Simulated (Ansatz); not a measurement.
Ansatz (a program for electronic structure) input (HF/def2-TZVP):

Ansatz 0.2 input:
```yaml
crystal:
  periodic: [false, false, false]
  atoms:
    - {symbol: Be, position_ang: [-0.00000000, -0.00000000, -1.33525805]}
    - {symbol: H, position_ang: [-0.00000000, -0.00000000, -2.65794029]}
    - {symbol: Cl, position_ang: [0.00000000, 0.00000000, 0.47052779]}
basis:
  gaussian:
    orbitals: def2-TZVP
hamiltonian:
  xc: {name: HF}
relax: {f_tol: 0.003, max_steps: 100}
```

Output:

```
Functional definition: HF
integrals: 0.01 GiB planned
526 factors; their error is unknown
mean field: 0.08 GiB planned
mean field evaluation 1: about -12918.9006 eV, gradient 1.3e1 eV
mean field evaluation 2: about -12919.6269 eV, gradient 5.3e0 eV
mean field evaluation 4: about -12919.7070 eV, gradient 2.1e-1 eV
mean field evaluation 8: about -12919.8639 eV, gradient 6.0e-5 eV
mean field -12919.86391474 eV, -474.7962414683 hartree, gradient 1.2e-5 eV, S^2 0.000000; 0 other end points of the search recorded, 0 dependent functions left out
the calculation of the forces begins
reference -12919.86391474 eV, -474.7962414683 hartree; 11, 11 occupied and 51, 51 virtual orbitals, 526 factors
relax step   1: F+E_penalty+E_count = -12919.86391474 eV  Δ(F+E_penalty+E_count) = +0.000e0 eV  max|allowed force component| = 1.694e-1 eV/Å  Δτ_max = 0.0000 Å  (29 SCF iters, accepted)
these checks for a lower state are left out or cut short: starts, cluster_reference, orbital_swaps, neighbouring_geometries, increment
integrals: 0.01 GiB planned
526 factors; their error is unknown
mean field: 0.08 GiB planned
mean field evaluation 16: about -12919.8645 eV, gradient 2.7e-1 eV
mean field -12919.86450816 eV, -474.7962632763 hartree, gradient 6.2e-6 eV, S^2 0.000000; 0 other end points of the search recorded, 0 dependent functions left out
the calculation of the forces begins
reference -12919.86450816 eV, -474.7962632763 hartree; 11, 11 occupied and 51, 51 virtual orbitals, 526 factors
relax step   2: F+E_penalty+E_count = -12919.86450816 eV  Δ(F+E_penalty+E_count) = -5.934e-4 eV  max|allowed force component| = 9.005e-2 eV/Å  Δτ_max = 0.0035 Å  (27 SCF iters, accepted)
these checks for a lower state are left out or cut short: starts, cluster_reference, orbital_swaps, neighbouring_geometries, increment
integrals: 0.01 GiB planned
526 factors; their error is unknown
mean field: 0.08 GiB planned
mean field -12919.86471775 eV, -474.7962709783 hartree, gradient 6.2e-6 eV, S^2 0.000000; 0 other end points of the search recorded, 0 dependent functions left out
the calculation of the forces begins
reference -12919.86471775 eV, -474.7962709783 hartree; 11, 11 occupied and 51, 51 virtual orbitals, 526 factors
relax step   3: F+E_penalty+E_count = -12919.86471775 eV  Δ(F+E_penalty+E_count) = -2.096e-4 eV  max|allowed force component| = 1.635e-3 eV/Å  Δτ_max = 0.0032 Å  (27 SCF iters, accepted)
integrals: 0.01 GiB planned
526 factors; their error is unknown
mean field: 0.08 GiB planned
mean field evaluation 32: about -12919.8647 eV, gradient 1.5e-4 eV
mean field -12919.86471775 eV, -474.7962709783 hartree, gradient 6.2e-6 eV, S^2 0.000000; 1 other end points of the search recorded, 0 dependent functions left out
the calculation of the forces begins
reference -12919.86471775 eV, -474.7962709783 hartree; 11, 11 occupied and 51, 51 virtual orbitals, 526 factors
Total energy: -12919.86471775 eV, -474.7962709783 hartree
Atom 0 at     0.000000     0.000000    -1.337043 Å, force     0.000000    -0.000000    -0.001635 eV/Å
Atom 1 at    -0.000000    -0.000000    -2.662864 Å, force    -0.000000    -0.000000     0.000402 eV/Å
Atom 2 at    -0.000000    -0.000000     0.477236 Å, force    -0.000000     0.000000     0.001234 eV/Å
Dipole moment:     0.000000     0.000000    -0.138948 e Å
```
